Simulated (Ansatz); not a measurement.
Digermane (`[GeH3][GeH3]`), relaxed with RKS PBE0-D4/def2-TZVP in the Gaussian-basis code of Ansatz from a PBE-D4/def2-SVP geometry. The force threshold is 0.005 eV/Å; the program also tests the step.

Charge 0, multiplicity 1.

Start:

```xyz
8

Ge    1.085   -0.281   -0.481
Ge   -1.086    0.271    0.476
H     1.125   -1.752   -0.972
H     1.385    0.651   -1.685
H     2.199   -0.088    0.582
H    -1.104    1.753    0.939
H    -1.385   -0.626    1.707
H    -2.219    0.072   -0.566
```

Task: By how much does the energy fall, and how many steps does the optimiser take? (Best estimate.)

Result: Computed: 0.01 eV, in 3 steps.

Task: Which bonds change most? (An estimate is asked.)

Result: The calculation gave: Ge1–Ge2 from 2.436 to 2.420 Å; Ge2–H7 from 1.553 to 1.537 Å; Ge2–H6 from 1.552 to 1.537 Å; Ge1–H5 from 1.552 to 1.537 Å.

Task: Give the relaxed structure. (Best estimate.)

Result: Computed: 
```xyz
8

Ge    1.078   -0.273   -0.476
Ge   -1.079    0.272    0.476
H     1.099   -1.734   -0.953
H     1.378    0.639   -1.677
H     2.187   -0.084    0.572
H    -1.102    1.738    0.938
H    -1.372   -0.628    1.687
H    -2.190    0.069   -0.567
```
